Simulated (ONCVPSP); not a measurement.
**Before and after: ONCV potential for barium**

barium, optimised norm-conserving Vanderbilt (ONCV), made with ONCVPSP 4.0.1 (LDA (Perdew-Wang 92), scalar-relativistic). Core [Xe], reference 6s1.5 6p0.5. Waves: 6s: rc 3.70 bohr, ncon 3, nbas 7, qcut 1.7 1/bohr, local; 6p: rc 3.70 bohr, ncon 3, nbas 8, qcut 2.1 1/bohr, 2 projectors, debl 3.3 Ha; d scattering state at 0.08 Ha: rc 3.75 bohr, ncon 4, nbas 7, qcut 2.3 1/bohr, 2 projectors, debl 3.3 Ha. Local part: the s channel. Core correction: Teter function, fcfact 5, rcfact 1.6.

In the d channel the program set the typed energies aside and used -0.094, 3.206 Ha.

Change: core correction none.

Cutoffs: the cutoffs (Ha) at which the residual kinetic energy of the hardest occupied pseudo-wave falls to 1 and 0.1 mHa per electron; they do not see the model core or the augmentation charge, which bear on the density cutoff. Errors are all-electron minus pseudo energies relative to the spin-unpolarised reference configuration.

Task: What does the change do?

Result: The potential gets neither clearly harder nor softer (1.3 Ha and 9.0 Ha → 1.3 Ha and 9.0 Ha); of the 4 tests that both files solve, the error grows in 2 and shrinks in 2 by more than 15 % and 0.3 meV (median size 5.7 → 10.3 meV); neither file shows a bound ghost.

```tsv
quantity	base	changed
cutoff, loose	1.3 Ha	1.3 Ha
cutoff, tight	9.0 Ha	9.0 Ha
bound ghosts	none	none
GHOST(+) flags under 300 eV	none	none
error for 6s2 6p0, meV [ΔE -1.05 eV]	-2.7	+3.7
error for 6s1 6p0, meV [ΔE 4.49 eV]	-47	+17
error for 6s1.5 6p0, meV [ΔE 1.16 eV]	-8.7	+0.2
error for 5d0.5 6s1.5 6p0, meV [ΔE -0.40 eV]	+1.9	+76
s: phases at 3.76 bohr within 0.05 rad from the reference energy up to (Ha; the scan ends near 5)	0.6	0.6
p: phases at 3.76 bohr within 0.05 rad from the reference energy up to (Ha; the scan ends near 5)	0.1	0.1
d: phases at 3.81 bohr within 0.05 rad from the reference energy up to (Ha; the scan ends near 5)	0.1	0.1
```

Base: The cutoffs count occupied waves only; projector 2 of the p channel, the hardest unoccupied one, needs 21 Ha at the loose tolerance. Changed file: The cutoffs count occupied waves only; projector 2 of the p channel, the hardest unoccupied one, needs 21 Ha at the loose tolerance.
